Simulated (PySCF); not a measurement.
# Dipole response of Tl⁻ (thallium, charge -1)

[Xe] 4f14 5d10 6s2 6p2, high-spin 3P determinant. Calculation: PySCF 2.14, in aug-cc-pVTZ-DK3; the spin-free X2C one-electron Hamiltonian (Gaussian nucleus). Coupled (time-dependent) response in atomic units; α is the mean over directions.

```json
{"method": "UHF", "mean α (bohr³)": "455.3", "α xx, yy, zz": "197.2, 584.6, 584.1", "C₆ (like pair)": "10090", "S(−4)": "184900"}
```

S(−4) is the Cauchy moment in α(ω) = α(0) + S(−4) ω² + …

Spin-orbit coupling is absent.

α(iu) at UHF:

```csv
u (hartree),α(iu) (bohr³)
0,455.3
0.0500,264.6
0.100,148.9
0.200,65.80
0.300,38.01
0.500,18.63
0.750,10.63
1.00,7.174
1.50,4.074
2.00,2.661
3.00,1.386
5.00,0.5627
```

A single London oscillator, α(iu) = α/(1 + u²/ω²), gives C₆ = (3/4) ω α². Matching the computed C₆ needs ω = 4 × 10090 / (3 × 455.3²) = 0.0649 hartree.

For an ion, C₆ is the dispersion term alone; charge-induced terms of lower order in 1/R come first.

The components differ because the open shell of this determinant is not spherical; for a pure term their mean is the scalar polarisability.

Spin-orbit coupling is strong in this species (close to jj coupling), so the high-spin LS determinant is a model state, not a physical level.
